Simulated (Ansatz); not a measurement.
Ansatz (a program for electronic structure) input:
A basis named .json is the Basis Set Exchange file of that set.

Ansatz 0.2 input:
```yaml
crystal:
  periodic: [false, false, false]
  atoms:
    - {symbol: Si, position_ang: [0.15547254, -0.04928128, 0.67602614]}
    - {symbol: C, position_ang: [1.54559336, -0.32112827, -0.68249853]}
    - {symbol: C, position_ang: [-1.18401411, -1.24139225, -0.12182904]}
    - {symbol: C, position_ang: [-0.55954532, 1.62527128, -0.05646902]}
    - {symbol: H, position_ang: [2.36272233, 0.39981518, -0.55963304]}
    - {symbol: H, position_ang: [1.98783709, -1.32111924, -0.59887040]}
    - {symbol: H, position_ang: [1.15511998, -0.21271014, -1.70697571]}
    - {symbol: H, position_ang: [-0.89391370, -2.29267706, -0.00695021]}
    - {symbol: H, position_ang: [-1.32620289, -1.04926708, -1.19730461]}
    - {symbol: H, position_ang: [-2.15768449, -1.12420161, 0.36887197]}
    - {symbol: H, position_ang: [-0.75853567, 1.55664526, -1.13788973]}
    - {symbol: H, position_ang: [-1.49840895, 1.90224451, 0.43787504]}
    - {symbol: H, position_ang: [0.14024707, 2.45470348, 0.10129022]}
basis:
  gaussian:
    orbitals: aug-cc-pV_D+d_Z.json
total_charge: -1
magnetization: {spin_polarized: false}
correlation: {method: ccsd_t, electrons: outside_noble_gas}
output: {forces: true}
```

Question: Predict the final energy.

Answer: -408.43905 Eh (CCSD(T)/aug-cc-pV(D+d)Z). The basis has 182 functions.

It need not be the lowest isomer of its formula. Whether it binds its extra electron was not tested at this geometry.
